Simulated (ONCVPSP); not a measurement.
**Varying the ONCV potential for tungsten (W)**

Base potential:

tungsten, optimised norm-conserving Vanderbilt (ONCV), made with ONCVPSP 4.0.1 (PBE, scalar-relativistic). Core [Kr] 4d10 4f14 5s2, reference 5p6 5d5 6s1. Waves: 6s: rc 3.00 bohr, ncon 3, nbas 6, qcut 2.4 1/bohr, 2 projectors, debl 2.1 Ha; 5p: rc 1.20 bohr, ncon 4, nbas 8, qcut 6.8 1/bohr, 2 projectors, debl 2.6 Ha; 5d: rc 2.80 bohr, ncon 3, nbas 8, qcut 4.8 1/bohr, 3 projectors, debl 2.9 Ha. Local part: polynomial inside 0.90 bohr (lpopt 4, dvloc0 1 Ha). Core correction: polynomial model core, fcfact 0.3.

All-electron outer shells of the reference configuration (PBE, scalar-relativistic, ld1.x):

```tsv
shell	level (eV)	outermost node (bohr)	outermost maximum (bohr)
5p	-41.41	0.57	1.09
4f	-31.24	–	0.43
6s	-5.15	1.29	2.71
5d	-3.32	0.63	1.52
```

Cutoffs, loose and tight: the cutoffs (Ha) at which the residual kinetic energy of the hardest occupied pseudo-wave falls to 1 and 0.1 mHa per electron. They do not see the model core or the augmentation charge, which bear on the density cutoff. Test errors are all-electron minus pseudo excitation energies from the reference, over the configurations 5p6 5d4 6s2; 5p6 5d4 6s1; 5p6 5d4 6s0; 5p6 5d3 6s2 6p1. A dash means not determined; rows that change the core or the reference have their own tests.

A true bound ghost makes a file unfit for plane-wave use even where its test errors are small: the radial tests pick states by their node count and pass the ghost by.

```tsv
change	outcome	cutoff, loose	cutoff, tight	bound ghosts	GHOST(+) flags above zero	largest test error (meV)
base	generated	77 Ha	137 Ha	s	s, d	+141
local potential polynomial inside 1.15 bohr (lpopt 5, dvloc0 0 Ha)	generated	77 Ha	137 Ha	s	s	+141
core correction polynomial model core, fcfact 0.28	generated	77 Ha	137 Ha	s	s, d	+141
```

(1) What comes out with this change to the base: core [Xe] 4f14, valence charge 6; reference 5d4 6s2; waves now 6s: rc 2.20 bohr, ncon 4, nbas 7, qcut 2.4 1/bohr, 3 projectors, debl 2.6 Ha; p scattering state at 0.05 Ha: rc 2.40 bohr, ncon 4, nbas 8, qcut 3.5 1/bohr, 2 projectors, debl 3.4 Ha; 5d: rc 1.85 bohr, ncon 4, nbas 7, qcut 5.6 1/bohr, local; local potential the d channel?

(2) What comes out with this change to the base: p: qcut 5.1?

## Answers

(1) outcome: generated; cutoff, loose: 14 Ha; cutoff, tight: 24 Ha; bound ghosts: s; GHOST(+) flags above zero: s, p; largest test error (meV): -125.

(2) outcome: generated; cutoff, loose: 128 Ha; cutoff, tight: 149 Ha; bound ghosts: s; GHOST(+) flags above zero: s, d; largest test error (meV): +141.
